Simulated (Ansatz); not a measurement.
The cluster Sr6S5⁻. The state is a doublet with charge -1. Geometry PBE-D4/def2-SVP, that of the neutral singlet; atoms count from 1.

```xyz
11

Sr   -3.0696   -1.9308    1.7337
Sr   -0.4536    1.2193    1.3432
Sr    2.7107    1.3301   -1.1627
Sr    2.4917   -1.5429    1.3711
Sr   -2.7535    2.1932   -1.9433
Sr   -0.4441   -1.1865   -1.3813
S     2.4219   -1.4366   -1.4193
S    -0.2982   -1.7523    1.5419
S     2.4101    1.2384    1.6126
S    -0.0306    1.7622   -1.5568
S    -2.9849    0.1059   -0.1391
```

In the def2 sets Sr takes a core potential; there is no spin–orbit coupling. The charge -1 doublet is spin-contaminated (final ⟨S²⟩ up to 1.07, 0.75 for a pure state). The structure comes from a short search, and lower isomers may exist.

(1) Estimate the Mulliken populations from the PBE0/def2-TZVP orbitals of Ansatz.

(2) Where does the spin sit?

(3) And the Mayer bond orders between bonded heavy atoms (over 0.3)?

## Answers

(1) 
```json
{"atom": "Sr1", "charge (e)": "0.45", "spin (α − β)": "0.63"}
{"atom": "Sr2", "charge (e)": "0.70", "spin (α − β)": "-0.18"}
{"atom": "Sr3", "charge (e)": "1.00", "spin (α − β)": "0.02"}
{"atom": "Sr4", "charge (e)": "1.00", "spin (α − β)": "0.02"}
{"atom": "Sr5", "charge (e)": "0.45", "spin (α − β)": "0.63"}
{"atom": "Sr6", "charge (e)": "0.71", "spin (α − β)": "-0.18"}
{"atom": "S7", "charge (e)": "-1.02", "spin (α − β)": "0.00"}
{"atom": "S8", "charge (e)": "-1.11", "spin (α − β)": "0.01"}
{"atom": "S9", "charge (e)": "-1.02", "spin (α − β)": "0.00"}
{"atom": "S10", "charge (e)": "-1.11", "spin (α − β)": "0.01"}
{"atom": "S11", "charge (e)": "-1.05", "spin (α − β)": "0.03"}
```
Mulliken values and Mayer orders depend strongly on the basis.

(2) Summed by element: Sr 0.93, S 0.07, of 1 unpaired in all. Largest on single atoms: Sr5 0.63, Sr1 0.63, Sr2 -0.18.

(3) Sr1–S8 0.41 (2.78 Å); Sr1–S11 0.46 (2.77 Å); Sr2–S8 0.35 (2.98 Å); Sr2–S9 0.50 (2.88 Å); Sr2–S10 0.35 (2.98 Å); Sr2–S11 0.32 (3.14 Å); Sr3–S7 0.62 (2.79 Å); Sr3–S9 0.62 (2.79 Å); Sr3–S10 0.45 (2.80 Å); Sr4–S7 0.62 (2.79 Å); Sr4–S8 0.45 (2.80 Å); Sr4–S9 0.62 (2.79 Å); Sr5–S10 0.41 (2.78 Å); Sr5–S11 0.46 (2.77 Å); Sr6–S7 0.50 (2.88 Å); Sr6–S8 0.35 (2.98 Å); Sr6–S10 0.35 (2.98 Å); Sr6–S11 0.33 (3.11 Å). Values over 0.3 also appear between atoms too far apart for a bond (Sr1–Sr5 0.32 at 5.53 Å); they arise where an orbital or an unpaired electron spreads over both atoms.
